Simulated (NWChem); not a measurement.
System: CH5ClFNSi; SMILES C[Si](N)(F)Cl

The following NWChem deck was run.

```
start job
memory heap 200 mb stack 900 mb global 1100 mb
geometry units angstroms
  C      1.764927     0.916599     0.617065
  Si     0.130115     0.320389    -0.132707
  N     -1.151439     1.440138    -0.323097
  F      0.460413    -0.122231    -1.649907
  Cl    -0.592819    -1.267227     0.858020
  H      1.641824     1.248698     1.643811
  H      2.171799     1.748146     0.048344
  H      2.511671     0.127118     0.618003
  H     -1.720881     1.720983     0.455699
  H     -1.086754     2.169710    -1.012273
end
basis spherical
  * library 6-31g*
end
dft
  xc b3lyp
  iterations 150
end
driver
  maxiter 120
end
task dft optimize
task dft freq
```

B3LYP is NWChem's, with the RPA form of VWN correlation.

The level has its own optimisation; frequencies are unscaled.

**Question.** What results follow from this input? (B3LYP/6-31G* (spherical d).) Quantities: r C–Si (Å); r C–H (Å); r N–Si (Å); r F–Si (Å); highest harmonic frequency (cm⁻¹); lowest (cm⁻¹); zero-point energy (kcal/mol); dipole (D).

**Answer.** r C–Si (Å): 1.860
r C–H (Å): 1.095
r N–Si (Å): 1.710
r F–Si (Å): 1.619
highest harmonic frequency (cm⁻¹): 3657
lowest (cm⁻¹): 143
zero-point energy (kcal/mol): 43.0
dipole (D): 2.94
